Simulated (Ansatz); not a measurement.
SnPd, closed-shell singlet (lowest of 2S+1 = 1, 3, 5 at CCSD(T)/def2-TZVPP on PBE0 minima; our sources give no spin for the ground state, which may be another), most abundant isotopes (105.9035 and 119.9022 u). Constants from fifth-degree fits in 1/R to seven points on the lowest solution found; no spin–orbit coupling, no relativity up to Kr; ω_e x_e and α_e move by some per cent with the fit.

Correlated levels freeze the inner cores; with def2 sets outer-core shells near the valence are correlated too. CBS(a, b) extrapolates the correlation energy as X⁻³ and adds the Hartree–Fock energy of set b.

Codes used: Ansatz (Gaussian orbitals).  In def2 rows elements past Kr take small-core potentials, without spin–orbit coupling.

```csv
level,r_e (Å),ω_e (cm⁻¹),ω_e x_e (cm⁻¹),α_e (cm⁻¹)
PBE/def2-TZVPP,2.3922,262.2,0.608,0.000162
"CCSD(T)/CBS(def2-TZVPP, def2-QZVPP)",2.3628,278.5,0.622,0.000154
```

Task: Derive the rotational constants, the centrifugal constant, the fundamental, the zero-point energy and the force constant.

Result: 
μ = 56.23446 u.
- PBE/def2-TZVPP: B_e = 16.8576/(μ r_e²) = 0.052385 cm⁻¹; B₀ = B_e − α_e/2 = 0.052304 cm⁻¹; D = 4B_e³/ω_e² = 8.36e-09 cm⁻¹; fundamental ω_e − 2ω_e x_e = 261 cm⁻¹; zero-point energy ω_e/2 − ω_e x_e/4 = 131 cm⁻¹; k = μ(2πcω_e)² = 228 N/m; the line J = 1 ← 0 at 2B₀ = 3.136 GHz
- CCSD(T)/CBS(def2-TZVPP, def2-QZVPP): B_e = 16.8576/(μ r_e²) = 0.053695 cm⁻¹; B₀ = B_e − α_e/2 = 0.053618 cm⁻¹; D = 4B_e³/ω_e² = 7.98e-09 cm⁻¹; fundamental ω_e − 2ω_e x_e = 277 cm⁻¹; zero-point energy ω_e/2 − ω_e x_e/4 = 139 cm⁻¹; k = μ(2πcω_e)² = 257 N/m; the line J = 1 ← 0 at 2B₀ = 3.215 GHz

Doubts at one or more of the structures used: a restricted determinant that unrestricted orbitals would lower (CCSD(T)/CBS(def2-TZVPP, def2-QZVPP)).

Ansatz is a program for electronic structure.
